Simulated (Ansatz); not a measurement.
ZnO2⁻ (the lowest doublet isomer of a short search), 3 atoms. Hardware: 4 threads of Arm Neoverse V2 on a shared host.

Correlated methods freeze 11 core orbitals.

Task: How many basis functions does each of these Ansatz runs have, and roughly what does it cost? MP2/def2-TZVPD, charge -1 doublet, energy, from earlier orbitals; HF/def2-TZVPD, charge -1 quartet, energy, from earlier orbitals; PBE0-D4/def2-TZVPD, charge 0 triplet at the geometry of the charge -1 doublet, energy; revPBE-D4/def2-TZVPD, charge -1 quartet, energy, from earlier orbitals; HF/def2-TZVPD, charge -1 doublet, energy, from earlier orbitals; LDA (SPW92)/def2-TZVPD, charge -1 doublet, energy, from earlier orbitals; PBE0-D4/def2-SVP, charge 0 singlet at the geometry of the charge -1 doublet, energy with a search over starts; RPA@PBE/def2-TZVPD, charge -1 doublet, energy, from earlier orbitals; PBE-D4/def2-SVPD, charge -1 doublet, energy, from earlier orbitals; HF/STO-3G, charge -1 doublet, energy; LDA (SPW92)/def2-TZVPD, charge -1 quartet, energy, from earlier orbitals; PBE0-D4/def2-TZVPD, charge 0 singlet at the geometry of the charge -1 doublet, energy, from earlier orbitals.

Result: Other jobs shared the machine, so times can vary by a factor of up to 3. A dash marks memory too small to be measured apart from the calling script's.

| run | functions | fitting or Cholesky vectors | wall time | peak host memory (GiB) |
| --- | --- | --- | --- | --- |
| HF/STO-3G, charge -1 doublet, energy | 28 | 301 | 0.35 s | – |
| LDA (SPW92)/def2-TZVPD, charge -1 quartet, energy, from earlier orbitals | 131 | 832 | 1.5 s | – |
| HF/def2-TZVPD, charge -1 quartet, energy, from earlier orbitals | 131 | 1043 | 1.6 s | – |
| MP2/def2-TZVPD, charge -1 doublet, energy, from earlier orbitals | 131 | 913 | 1.8 s | – |
| PBE0-D4/def2-SVP, charge 0 singlet at the geometry of the charge -1 doublet, energy with a search over starts | 59 | 548 | 2.1 s | – |
| LDA (SPW92)/def2-TZVPD, charge -1 doublet, energy, from earlier orbitals | 131 | 832 | 2.2 s | – |
| PBE-D4/def2-SVPD, charge -1 doublet, energy, from earlier orbitals | 80 | 749 | 2.4 s | – |
| HF/def2-TZVPD, charge -1 doublet, energy, from earlier orbitals | 131 | 1043 | 3.2 s | – |
| PBE0-D4/def2-TZVPD, charge 0 singlet at the geometry of the charge -1 doublet, energy, from earlier orbitals | 131 | 905 | 3.5 s | – |
| RPA@PBE/def2-TZVPD, charge -1 doublet, energy, from earlier orbitals | 131 | 913 | 4.1 s | – |
| revPBE-D4/def2-TZVPD, charge -1 quartet, energy, from earlier orbitals | 131 | 832 | 4.4 s | – |
| PBE0-D4/def2-TZVPD, charge 0 triplet at the geometry of the charge -1 doublet, energy | 131 | 905 | 8.5 s | – |
